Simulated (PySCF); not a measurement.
C₄H₇ClSi. Atoms are numbered in the order given.

```xyz
13

C      3.1338     0.4844     0.0798
C      1.9517    -0.0781    -0.0159
C      0.7514    -0.6093    -0.1221
C      0.4257    -2.0481     0.2330
Si    -0.5905     0.5342    -0.7462
Cl    -2.1379     0.5816     0.6543
H      3.8364     0.4794    -0.7602
H      3.4559     0.9734     1.0053
H      0.0435    -2.5882    -0.6492
H     -0.3634    -2.0777     1.0015
H      1.3112    -2.5772     0.6121
H     -1.1882     0.0265    -2.0086
H     -0.0601     1.9048    -0.9260
```
Charge 0, spin multiplicity 1.

Geometry: TPSSh-D3(BJ)/def2-SVP. This is a generated structure with no PubChem entry under its InChIKey; it may be hypothetical. Other conformers were not sampled.

Computed with PBE/def2-TZVP run with PySCF.

ESP charges are fitted to the potential on shells at 1.4 to 2.0 van der Waals radii. Atomic charges (e):

| atom | ESP fit | Löwdin |
|---|---|---|
| C1 | -0.63 | -0.22 |
| C2 | 0.15 | -0.07 |
| C3 | 0.11 | -0.29 |
| C4 | -0.60 | -0.28 |
| Si5 | 0.03 | 0.03 |
| Cl6 | -0.12 | 0.19 |
| H7 | 0.24 | 0.14 |
| H8 | 0.24 | 0.14 |
| H9 | 0.19 | 0.13 |
| H10 | 0.18 | 0.13 |
| H11 | 0.18 | 0.13 |
| H12 | 0.01 | -0.03 |
| H13 | 0.01 | -0.02 |

Computed Mayer and Wiberg (Löwdin basis) orders of the bonds:
```
bond     Mayer  Wiberg
-------  -----  ------
C1–C2     1.93    2.15
C2–C3     1.80    1.94
C3–C4     0.95    1.24
C3–Si5    0.97    1.05
Si5–Cl6   1.14    1.79
C1–H7     0.93    0.86
C1–H8     0.93    0.86
C4–H9     0.95    0.89
C4–H10    0.95    0.89
C4–H11    0.96    0.89
Si5–H12   0.92    0.92
Si5–H13   0.93    0.92
```
